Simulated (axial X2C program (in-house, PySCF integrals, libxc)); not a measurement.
**Ionising BeC**

Calculated with an axial X2C code built on PySCF integrals, spin-free (one-electron X2C) or two-component (2c: spin–orbit coupling with atomic mean-field Coulomb and Gaunt terms, which also bring small scalar terms), in Dyall basis sets with cores contracted in-house; open shells are unrestricted.

Basis sets: Be dyall-cv3z, C dyall-v3z.

```json
{"Hamiltonian": "spin-free", "level": "HF", "BeC state": "M_S = 1, Λ = 0", "Re (Å)": "1.656", "ωe (cm⁻¹)": "969.6", "De (eV)": "2.30"}
{"Hamiltonian": "spin-free", "level": "PBE0", "BeC state": "M_S = 1, Λ = 0", "Re (Å)": "1.665", "ωe (cm⁻¹)": "930.7", "De (eV)": "2.62"}
{"Hamiltonian": "2c", "level": "HF", "BeC state": "Ω = 1", "Re (Å)": "1.656", "ωe (cm⁻¹)": "969.6", "De (eV)": "2.30"}
{"Hamiltonian": "2c", "level": "PBE0", "BeC state": "Ω = 1", "Re (Å)": "1.665", "ωe (cm⁻¹)": "930.7", "De (eV)": "2.62"}
```

Adiabatic ionisation energy (minimum to minimum, no zero-point term) and constants of BeC⁺:

```tsv
Hamiltonian	level	BeC⁺ state	IE (eV)	Re (Å)	ωe (cm⁻¹)	De (eV)	fragments
spin-free	HF	M_S = 3/2, Λ = 0	8.24	1.561	1198.6	2.10	C + Be+
spin-free	PBE0	M_S = 3/2, Λ = 0	8.66	1.571	1141.9	2.93	C + Be+
2c	HF	Ω = 3/2	8.24	1.561	1198.6	2.10	C + Be+
2c	PBE0	Ω = 3/2	8.66	1.571	1141.9	2.93	C + Be+
```

Question: Add the zero-point terms to the ionisation energy at PBE0, 2c, and say whether the electron removed was bonding.

Answer: IE0 = IE + (ωe⁺ − ωe)/2 = 8.66 + (0.013) = 8.67 eV. Re changes by -0.094 Å, so the bond shortens, as on loss of an antibonding or a polarising non-bonding electron.

Question: Close the cycle De(BeC⁺) + IE(BeC) = De(BeC) + IE(Be) to find the atomic ionisation energy at PBE0, 2c.

Answer: IE(Be) = 2.93 + 8.66 − 2.62 = 8.97 eV, for the determinants used.

Each entry is the lowest single determinant of a limited PBE0 search at one distance. De goes to single-determinant-based atoms at the same level (for ions the charge split of lowest energy) and is withheld (n/a) where an atom does not fit its ground term or J level. Main or longest-lived isotopes. One determinant is a doubtful description, or other states lie close, for BeC, BeC⁺; these need not be ground states, and all values refer to the states named. Some open-shell Ω = 0 determinants are out of reach, so the Ω given for BeC need not be the lowest component. With several unpaired electrons the Ω given is that of one determinant, not necessarily of the lowest component. Some light 2c atoms are not at their ground J level, so De misses part of their lowering (0.04 eV or less). The functionals have no current term, which raises determinants with orbital currents.
